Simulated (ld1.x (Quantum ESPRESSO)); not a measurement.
Logarithmic derivatives: Be, ultrasoft

```json
{
  "Element": "beryllium (Be)",
  "Generator": "ld1.x (Quantum ESPRESSO) 7.5",
  "Type": "ultrasoft",
  "Functional": "LDA (PZ)",
  "Relativity": "non-relativistic",
  "Frozen core": "[He]",
  "Valence charge": "2",
  "Reference configuration": "2s1 2p0 (charge +1)",
  "Partial waves": "2s (bound): rcut 1.60, rcutus 1.95 bohr; 2s channel at 0.9 Ry: rcut 1.60, rcutus 1.95 bohr; 2p (bound, empty): rcut 2.35, rcutus 2.50 bohr; 2p channel at -0.25 Ry: rcut 2.35, rcutus 2.50 bohr; 3d channel at 0.3 Ry: rcut 1.70, rcutus 2.05 bohr",
  "Local potential": "all-electron potential smoothed inside 2.15 bohr (lloc = -2)",
  "Core correction": "a·sin(br)/r model core inside 1.15 bohr",
  "Augmentation charge": "PSQ, inside the norm-conserving radii"
}
```

The phase is arctan(r·u′/u) with u = r·R(r), unwrapped; energies in Ry, scanned from -3 to 5 Ry. A pole is an energy at which the radial function vanishes at the test radius. The pseudo phase is shifted by a multiple of π to meet the all-electron one at the reference energy, and phase errors are pseudo minus all-electron; the curves can meet again beyond the range given. Levels narrower than the energy grid can be missing from the lists of poles.

Task: For each channel, where are the poles, and over which energies does the pseudopotential scatter like the atom?

Result:

| channel | radius (bohr) | reference energy (Ry) | poles, all-electron | poles, pseudo | unbroken range about the reference energy with phases within 0.05 rad | phase error 1 Ry above the reference energy (rad) |
| --- | --- | --- | --- | --- | --- | --- |
| s | 2.71 | -1.00 | -0.15 | -0.15 | the whole range | -0.000 |
| p | 2.71 | -0.72 | -0.01, 4.51 | -0.01 | below 1.5 | +0.000 |
| d | 2.71 | 0.30 | 2.42 | 2.43 | below 4.4 | +0.001 |

Phases in the p channel:

| E (Ry) | all-electron | pseudo |
| --- | --- | --- |
| -3.00 | 1.314 | 1.314 |
| -2.52 | 1.276 | 1.276 |
| -2.04 | 1.214 | 1.214 |
| -1.56 | 1.086 | 1.086 |
| -1.08 | 0.637 | 0.637 |
| -0.60 | -1.022 | -1.022 |
| -0.12 | -1.523 | -1.523 |
| 0.36 | -1.693 | -1.693 |
| 0.84 | -1.836 | -1.833 |
| 1.32 | -2.074 | -2.055 |
| 1.80 | -2.834 | -2.685 |
| 2.28 | -4.048 | -3.888 |
| 2.76 | -4.420 | -4.341 |
| 3.24 | -4.558 | -4.503 |
| 3.72 | -4.634 | -4.586 |
| 4.20 | -4.685 | -4.638 |
| 4.68 | -4.726 | -4.675 |
